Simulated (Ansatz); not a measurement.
Saddle point of GaPNH₇, closed shell (GaNH₄ ([NH2][GaH2]) + PH₃ → GaPH₄ ([PH2][GaH2]) + NH₃ (still joined by a long Ga–N bond); bonds formed: N2–H5; dative contacts that become bonds: Ga1–P6; bonds broken: H5–P6; bonds weakened to dative contacts: Ga1–N2), PBE0-D4/def2-TZVP structure:

```xyz
10
angstrom
Ga -0.9215 -0.6001 0.6121
N 0.1022 1.0568 0.9470
H -2.3755 -0.3082 0.1105
H -0.4691 -1.7756 1.5421
H 0.8129 0.7101 -0.3539
P 0.6090 -0.5241 -1.3472
H 0.6830 1.0610 1.7776
H -0.4311 1.9186 0.9405
H 1.7361 -1.3409 -1.5584
H 0.2538 -0.1976 -2.6703
```

Energies are electronic, without zero-point energy. Barriers and step energies count from the start structure reached by relaxing down the imaginary mode; all methods use the PBE0-D4 structures, on which another method's saddle can fall below an end. Computed with Ansatz 0.2.0 (basis: def2-TZVPP, with def2-QZVPP for the basis limit); correlated methods freeze the cores. Filled d shells of the heavier atoms are correlated. The def2 sets are not built for correlating such inner shells, so the correlated values are less sure here. B3LYP uses VWN-RPA correlation. Extrapolation: Hartree–Fock as exp(−7.88 √X), correlation as X^−2.97.

```tsv
method	barrier (kJ/mol)	step energy (kJ/mol)
SPW92	?	-69.8
PBE-D4	59.7	-67.0
BLYP-D4	73.8	-57.3
r2SCAN-D4	70.0	-67.1
B97M-V	78.4	-73.9
PBE0-D4	71.9	-70.0
B3LYP-D4	82.5	-60.6
r2SCAN0-D4	78.8	-69.4
BHLYP-D4	97.9	-62.2
CAM-B3LYP-D4	?	-59.5
wB97X-V	89.2	-62.6
wB97M-V	89.0	-65.7
B2PLYP	86.1	-61.6
PBE-QIDH	?	-68.8
RPA on PBE	88.8	-62.6
HF	131.4	-60.2
MP2	85.4	-63.7
CCSD	96.7	-65.4
CCSD(T)	88.2	-65.9
```

**Question.** Fill in the withheld barriers. (An estimate is asked for; the value comes from the calculation.)

**Answer.** By the calculation: PBE-QIDH 82.3; SPW92 42.2; CAM-B3LYP-D4 88.3 kJ/mol. Each is the energy of the saddle less that of the start structure, by the same method.

For comparison, the barrier by CCSD(T) at an estimated basis limit (MP2 extrapolated from triple and quadruple zeta, plus CCSD(T) − MP2 in triple zeta) is 87.9 kJ/mol.

The T1 diagnostic stays at or below 0.014. The end structure is not quite a true minimum (one mode of 63i cm⁻¹).

Labels in which every atom is bracketed show which atoms are joined, not bond orders.

For scale, one of the runs: CCSD(T)/def2-TZVPP, 219 basis functions, launched by `ansatz run in.yaml --threads 4 --pin off --events-out ev --progress --plain --max-ram 9574MiB`. Hardware: 4 CPU threads of an Arm Neoverse V1, shared host. Wall time 84 s; peak host memory 3.2 GiB.
